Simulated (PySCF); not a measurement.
C₂H₃F₃Sn. Atoms are numbered in the order given.

```xyz
9

C      0.0003    -2.7546     0.0000
C      0.8623    -1.7321     0.0000
Sn     0.0475     0.2166     0.0000
F     -1.8702     0.0136     0.0000
F      0.4477     1.3460    -1.5055
F      0.4477     1.3460     1.5055
H     -1.0854    -2.6052     0.0000
H      0.3583    -3.7918     0.0000
H      1.9492    -1.8655     0.0000
```

Geometry: r2SCAN-D4/def2-SVP. The structure was generated by enumeration; whether it is a known compound was not checked. The def2 effective core potentials stand for the cores of Sn; spin–orbit coupling is left out. Other conformers were not sampled.

These are r2SCAN-D4/def2-SVP in PySCF 2.14.0 values and carry that method's errors.

Frequencies are harmonic and unscaled.

```csv
mode,ν (cm⁻¹),IR (km/mol),Raman (Å⁴/amu),depolarisation,moving atoms (share of kinetic energy)
1,59,1.1,6.3,0.75,"C 41 %, F 31 %, H 21 %"
2,92,2.5,0.9,0.75,"F 51 %, C 27 %, H 11 %, Sn 10 %"
3,121,0.1,4.5,0.75,"F 56 %, C 22 %, H 21 %"
4,166,11.9,0.9,0.73,F 90 %
5,177,16.2,0.8,0.75,"F 61 %, Sn 15 %, H 14 %, C 10 %"
6,192,54.3,1.7,0.67,"F 77 %, Sn 17 %"
7,292,9.1,6.6,0.39,"C 61 %, H 18 %, Sn 14 %"
8,491,44.9,3.5,0.75,"H 65 %, C 34 %"
9,543,4.5,21.5,0.09,"C 67 %, H 21 %"
10,641,57.2,8.4,0.00,"F 85 %, Sn 11 %"
11,658,70.4,4.9,0.42,"F 83 %, Sn 17 %"
12,658,65.8,4.1,0.75,"F 83 %, Sn 17 %"
13,981,5.8,3.5,0.74,"H 87 %, C 13 %"
14,985,6.9,0.5,0.75,"H 75 %, C 25 %"
15,1015,41.5,0.1,0.75,H 92 %
16,1228,19.4,11.8,0.16,"H 73 %, C 27 %"
17,1399,14.4,19.3,0.51,"H 85 %, C 15 %"
18,1643,1.0,5.0,0.24,"C 85 %, H 15 %"
19,3123,2.7,167.4,0.19,H 95 %
20,3192,1.3,133.3,0.33,"H 91 %, C 9 %"
21,3228,0.8,95.8,0.58,"H 89 %, C 11 %"
```
